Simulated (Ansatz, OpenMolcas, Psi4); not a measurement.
**GeH2 (SMILES [GeH2]): the vertical ionisation energy, rung by rung**

GeH2: 3 atoms, total charge 0, spin state singlet. As SMILES, `[GeH2]`. The shape is that of a PBE0-D4/def2-TZVP optimisation.

```xyz
3

Ge   -0.5701    0.4051   -0.2637
H     0.7830    0.7436    0.5090
H    -0.2129   -1.1487   -0.2453
```

Quantity: the vertical ionisation energy (to the doublet cation), in eV. The values are calculated.

```
                                               level                    kind     program  value (eV)  less CCSD(T)/def2-TZVPPD  CPU time (all runs)
                                   SVWN5/def2-TZVPPD                     LDA        Psi4        9.58                     +0.11                 16 s
                                     PBE/def2-TZVPPD                     GGA  OpenMolcas        9.40                     -0.07                 50 s
                                   M06-L/def2-TZVPPD                meta-GGA        Psi4        9.40                     -0.07                 59 s
                                   BHLYP/def2-TZVPPD           global hybrid        Psi4        9.38                     -0.09                 36 s
                                 wB97M-V/def2-TZVPPD  range-separated hybrid        Psi4        9.44                     -0.03                 99 s
B2PLYP/def2-TZVPPD (density fitting for correlation)           double hybrid        Psi4        9.43                     -0.04                 25 s
                                     MP2/def2-TZVPPD     perturbation theory        Psi4        9.36                     -0.11                 11 s
         CCSD(T)/def2-TZVPPD, open shells restricted   coupled cluster or CI  OpenMolcas        9.47                      0.00                 67 s
                                          FCI/STO-3G      exact in the basis      Ansatz        6.18                     -3.29               0.93 s
```

Differences are taken from CCSD(T)/def2-TZVPPD, open shells restricted for orientation; it has basis-set and higher-order errors of its own. All-electron rows without a relativistic Hamiltonian named are non-relativistic. The values span 6.18 to 9.58 eV. High-level rows in very small sets aren't better than simpler rows in larger ones. In the correlated wave-function rows the outer d shell of Ge is correlated, in sets not made for it. Times are those of the runs behind each value, whatever else they computed, on shared processors of several kinds: orders of magnitude only.
